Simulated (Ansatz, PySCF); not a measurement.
Gas-phase reaction R1 + R2 → 2 P1, each structure at its B3LYP-D3(BJ)/def2-TZVP stationary point, reached from a drawn start (curvature not checked).
R1, H2 (SMILES [H][H]) (charge 0, multiplicity 1):
```xyz
2

H      0.00000     0.00000     0.37199
H      0.00000     0.00000    -0.37199
```
P1: SiH4 (SMILES [SiH4]), charge 0, multiplicity 1.
R2: Si2H6 (SMILES [SiH3][SiH3]), charge 0, multiplicity 1.

P less R. No zero-point or thermal terms.

Frozen-core correlation throughout. CBS(a, b) extrapolates the correlation energy as X⁻³ and adds the Hartree–Fock energy of set b.

Run with Ansatz (a first-principles code) with Gaussian orbitals; PySCF for the D3/D4 terms. No computed number here is a measurement.

The comparison value is -0.192 eV (CCSD(T)/CBS(cc-pV(T+d)Z, cc-pV(Q+d)Z)). It is a level with limits of its own, not the exact answer.

### Question
Order these levels by how close they come to the comparison value for the reaction energy, closest first: CAM-B3LYP/def2-TZVPP, BHLYP-D4/def2-TZVPP, B97M-V/def2-TZVPP, HF/cc-pV(T+d)Z, BHLYP/def2-TZVPP. Give each level's value less the comparison value.

### Answer
B97M-V/def2-TZVPP (0.020 eV), BHLYP-D4/def2-TZVPP (-0.089 eV), CAM-B3LYP/def2-TZVPP (-0.131 eV), BHLYP/def2-TZVPP (-0.166 eV), HF/cc-pV(T+d)Z (-0.302 eV)
